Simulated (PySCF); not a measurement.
Compound: C6H12P (charge -1).
Structure used (GFN2-xTB), in Å, numbered top down from 1:
```xyz
19
C6H12P angstrom
C      3.3519    0.2837   -0.5323
C      2.0204    0.1472   -0.3984
P      1.1039    0.3520    1.0936
C     -0.6688   -0.0055    0.4556
C     -1.1094    1.0017   -0.6064
C     -1.5856    0.1389    1.6707
C     -0.8073   -1.4265   -0.0900
H      3.9839    0.5398    0.3031
H      3.8442    0.1425   -1.4869
H      1.4524   -0.1137   -1.2892
H     -0.4815    0.9317   -1.4923
H     -2.1490    0.8243   -0.9031
H     -1.0241    2.0132   -0.2130
H     -1.2893   -0.5657    2.4456
H     -2.6294   -0.0483    1.4000
H     -1.5015    1.1431    2.0823
H     -0.1711   -1.5719   -0.9607
H     -0.5059   -2.1451    0.6703
H     -1.8437   -1.6321   -0.3797
```

PySCF, density fitting, gas phase, GFN2-xTB geometry. The standard run uses grid level 2 after a coarse-grid start, the def2-universal JK fitting basis (with tight functions added where the orbital basis needs them), an energy threshold of 1e-9 Eh and DIIS. The changed runs have no coarse-grid stage.

Q: Standard PBE0/pcSseg-1: E = -576.730267 Eh, HOMO 0.817 eV, LUMO 5.133 eV, 14 cycles (coarse-grid cycles included). What changes at PBE0/pcSseg-1 with: fitting basis def2-qzvpp-jkfit?

A: E = -576.730287 Eh (-0.020 mEh), HOMO 0.817 eV (0.000), LUMO 5.133 eV (0.000), 11 SCF cycles. The result matches the standard run within 0.02 mEh and 0.003 eV.

The cycles:
```
cycle   1  E = -576.6180446020  dE =  5.417e-01  |g| = 5.828e-01  |ddm| = 3.853e+00
cycle   2  E = -576.6008894599  dE =  1.716e-02  |g| = 6.700e-01  |ddm| = 1.939e+00
cycle   3  E = -576.7288313631  dE = -1.279e-01  |g| = 7.228e-02  |ddm| = 9.891e-01
cycle   4  E = -576.7299414816  dE = -1.110e-03  |g| = 3.693e-02  |ddm| = 1.494e-01
cycle   5  E = -576.7302799845  dE = -3.385e-04  |g| = 4.737e-03  |ddm| = 4.307e-02
cycle   6  E = -576.7302823856  dE = -2.401e-06  |g| = 3.929e-03  |ddm| = 1.063e-02
cycle   7  E = -576.7302865209  dE = -4.135e-06  |g| = 3.874e-04  |ddm| = 4.662e-03
cycle   8  E = -576.7302865463  dE = -2.541e-08  |g| = 2.230e-04  |ddm| = 7.188e-04
cycle   9  E = -576.7302865607  dE = -1.439e-08  |g| = 6.158e-05  |ddm| = 4.005e-04
cycle  10  E = -576.7302865618  dE = -1.103e-09  |g| = 1.382e-05  |ddm| = 1.127e-04
cycle  11  E = -576.7302865618  dE = -4.366e-11  |g| = 5.876e-06  |ddm| = 2.093e-05
```
